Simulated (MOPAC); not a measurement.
MOPAC input (MNDO):

```
MNDO 1SCF UHF MS=0.5 GEO-OK AUX(PRECISION=9) THREADS=1
H2ClSi

Si    0.84824700 1   -0.59641000 1    0.04507900 1
Cl   -0.79182100 1    0.65985100 1   -0.04806900 1
H     0.77772300 1   -1.36293300 1    1.31430700 1
H     0.80778200 1   -1.50479700 1   -1.12823600 1
```

From the output:

```
                                                       MOPAC v23.2.5 Linux

          FINAL HEAT OF FORMATION =         -4.95016 KCAL/MOL =     -20.71146 KJ/MOL

          COSMO AREA              =         96.56 SQUARE ANGSTROMS
          COSMO VOLUME            =         83.68 CUBIC ANGSTROMS

          IONIZATION POTENTIAL    =          8.541401 EV
          ALPHA SOMO LUMO (EV)    =         -8.541  0.311
          BETA  SOMO LUMO (EV)    =        -11.507 -0.512
          NO. OF ALPHA ELECTRONS  =          7
          NO. OF BETA  ELECTRONS  =          6
          MOLECULAR WEIGHT        =         65.5543         POINT GROUP:  Cs

          MOLECULAR DIMENSIONS (Angstroms)

            Atom       Atom       Distance
            H     3   Cl     2     2.90021
           Cl     2    H     4     2.21848
           Si     1    H     4     0.54981

          SCF CALCULATIONS        =          1

   ATOM   CHEMICAL          X               Y               Z
  NUMBER   SYMBOL      (ANGSTROMS)     (ANGSTROMS)     (ANGSTROMS)

     1      Si          0.84824700  *  -0.59641000  *   0.04507900  *
     2      Cl         -0.79182100  *   0.65985100  *  -0.04806900  *
     3       H          0.77772300  *  -1.36293300  *   1.31430700  *
     4       H          0.80778200  *  -1.50479700  *  -1.12823600  *

                             CARTESIAN COORDINATES

   1   Si        0.848247000    -0.596410000     0.045079000
   2   Cl       -0.791821000     0.659851000    -0.048069000
   3    H        0.777723000    -1.362933000     1.314307000
   4    H        0.807782000    -1.504797000    -1.128236000

           Empirical Formula: H2 Si Cl  =     4 atoms

      MOLECULAR POINT GROUP   :   Cs

          ALPHA EIGENVALUES
 -24.72072 -19.63779 -13.50522 -13.17486 -12.72316 -11.71601  -8.54140   0.31084
   1.25532   1.81271

           BETA EIGENVALUES
 -24.52502 -18.89225 -13.27762 -13.05203 -12.58032 -11.50697  -0.51181   0.79112
   1.88418   1.94824

              NET ATOMIC CHARGES AND DIPOLE CONTRIBUTIONS

  ATOM NO.   TYPE          CHARGE      No. of ELECS.   s-Pop       p-Pop
    1         Si           1.077299        2.9227     1.26138     1.66132
    2         Cl          -0.488711        7.4887     1.98564     5.50307
    3          H          -0.294294        1.2943     1.29429
    4          H          -0.294294        1.2943     1.29429
 DIPOLE           X         Y         Z       TOTAL
 POINT-CHG.     4.007    -0.581     0.083     4.050
 HYBRID        -1.135    -0.790     0.032     1.383
 SUM            2.872    -1.372     0.115     3.185

          ATOMIC ORBITAL ELECTRON POPULATIONS

     Atom    s        px        py        pz
    1 Si   1.26138   0.54555   0.57689   0.53888
    2 Cl   1.98564   1.69777   1.81970   1.98560
    3  H   1.29429
    4  H   1.29429

                    (SZ)    =    0.500000
                    (S**2)  =    0.750512

          ATOMIC ORBITAL SPIN POPULATIONS

    Atom   Total    s     px     py     pz
         Atomic
    1 Si  0.8515  0.209  0.363  0.282 -0.002
    2 Cl  0.0365  0.001  0.046 -0.010 -0.001
    3  H  0.0560  0.056
    4  H  0.0560  0.056

 **********************
 *                    *
 * JOB ENDED NORMALLY *
 *                    *
 **********************

 == MOPAC DONE ==
```

The geometry given is a B3LYP-D3(BJ)/def2-TZVP minimum.
